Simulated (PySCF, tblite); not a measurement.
Isomers of C8H9 (doublet state). Level: GFN2-xTB in tblite, geometry and Hessian alike; calculated harmonic values, unscaled, isolated species. This tight-binding method is rough: wavenumbers can miss measured ones by several per cent, in bad cases by 10 to 20. One conformer each. Open shells enter through the occupations alone, without spin polarisation, and single modes of such species can be off by tens of per cent.

Electronic energies: B3LYP/pcH-1 single points on the GFN2-xTB geometries (PySCF, gas phase).

| SMILES | electronic energy, lowest = 0 (kcal/mol) |
| --- | --- |
| C=[C]C/C=C\C#CC | 6.5 |
| [H]/[C]=C(/C)C1=C[C@@H]1C=C | 28.9 |
| [H]/[C]=C\[C@@H]1C=C1C(=C)C | 27.7 |
| C=C[C]=CC=C1CC1 | 0.0 |

Q: How do GFN2-xTB zero-point energies change the relative energies?

A: 
| SMILES | ZPE (kcal/mol) | of it from modes above 1550 cm⁻¹ | electronic (kcal/mol) | with ZPE, lowest = 0 (kcal/mol) | lowest mode (cm⁻¹) | rings |
| --- | --- | --- | --- | --- | --- | --- |
| C=C[C]=CC=C1CC1 | 84.7 | 44.8 | 0.0 | 0.0 | 54 | 1 |
| C=[C]C/C=C\C#CC | 83.5 | 46.7 | 6.5 | 5.3 | 11i | 0 |
| [H]/[C]=C\[C@@H]1C=C1C(=C)C | 83.9 | 47.0 | 27.7 | 26.9 | 51 | 1 |
| [H]/[C]=C(/C)C1=C[C@@H]1C=C | 84.0 | 47.1 | 28.9 | 28.1 | 41 | 1 |

The zero-point energies span 1.2 kcal/mol, from `C=[C]C/C=C\C#CC` to `C=C[C]=CC=C1CC1`. Slightly imaginary modes are left out of the zero-point energy: `C=[C]C/C=C\C#CC` 10.7i cm⁻¹. The order is unchanged.

Q: And how do the electronic energies of GFN2-xTB itself compare?

A: `C=C[C]=CC=C1CC1` 0.0; `C=[C]C/C=C\C#CC` 13.9; `[H]/[C]=C\[C@@H]1C=C1C(=C)C` 33.9; `[H]/[C]=C(/C)C1=C[C@@H]1C=C` 36.1 kcal/mol, lowest = 0. Against the energies above, taken from the same isomer `C=C[C]=CC=C1CC1`, the largest difference is 7.4 kcal/mol.

Q: What do entropy and thermal enthalpy add at 298.15 K and 1 bar (rigid rotor, harmonic oscillator, one conformer each)?

A: 
| SMILES | point group | symmetry number | S (cal/(mol K)) | H − H(0) (kcal/mol) | ZPE + H − H(0) − TS (kcal/mol) |
| --- | --- | --- | --- | --- | --- |
| C=C[C]=CC=C1CC1 | C1 | 1 | 94.3 | 6.24 | 62.8 |
| [H]/[C]=C\[C@@H]1C=C1C(=C)C | C1 | 1 | 96.3 | 6.52 | 61.7 |
| [H]/[C]=C(/C)C1=C[C@@H]1C=C | C1 | 1 | 97.0 | 6.58 | 61.6 |

S holds R ln(2S + 1) for the spin.

Not tabulated: `C=[C]C/C=C\C#CC` (lowest mode only 11i cm⁻¹).
